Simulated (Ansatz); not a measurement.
`C[Se]B[SiH3]` → `B[Se]C` + `[SiH2]` at 600 K and 1 bar (silylene loss).

Program: Ansatz. Geometries: PBE0-D4/def2-TZVP. ΔE: electronic, gas phase. CBS: MP2 limit from def2 TZ/QZ plus the TZ coupled-cluster correction, frozen cores. This one scheme is used for every species. For Se outer-core shells are correlated without core-valence functions, which leaves a few kJ/mol of doubt a bond. Scalar relativity is left out up to krypton. Each species was taken in one conformer, which may not be the lowest.

```
       species  CCSD(T)/CBS energy (Eh)  H − E (kJ/mol)  S (J/(mol·K))
`C[Se]B[SiH3]`              -2756.84434           261.5          460.0
      `B[Se]C`              -2466.56684           197.8          365.8
      `[SiH2]`               -290.19011            52.1          233.9
```

H − E and S are ideal-gas, rigid-rotor, harmonic terms from PBE0-D4/def2-TZVP, for one conformer and one mirror image of each species. 1 Eh = 2625.50 kJ/mol, R = 8.31446 J/(mol·K).

Problem. By hand: ΔE, ΔH, ΔS and ΔG.

Solution. ΔE = (-2466.56684) + (-290.19011) − (-2756.84434) = 0.08739 Eh = 229.4 kJ/mol. Δ(H − E) = 197.8 + 52.1 − 261.5 = -11.6, so ΔH = 217.8 kJ/mol. ΔS = 365.8 + 233.9 − 460.0 = 139.7 J/(mol·K). ΔG = 217.8 − 600 × (139.7)/1000 = 134.0 kJ/mol.

Problem. By hand: the equilibrium constant, and the temperature at which ΔG would vanish if ΔH and ΔS stayed fixed.

Solution. log₁₀ K = −ΔG/(RT ln 10) = -11.7. ΔG = 0 at ΔH/ΔS = 1559 K.

The number of gas molecules changes by +1, which sets the sign of ΔS. A doubt of 5 kJ/mol in ΔE shifts log₁₀ K by 0.4 here. Other conformers and mirror images would add mixing entropy, several J/(mol·K) or more a flexible species. These are equilibria of isolated gas molecules and say nothing of rates. Largest T1 diagnostic: 0.014 (customary marks: 0.02 for closed shells, 0.045 for open ones).
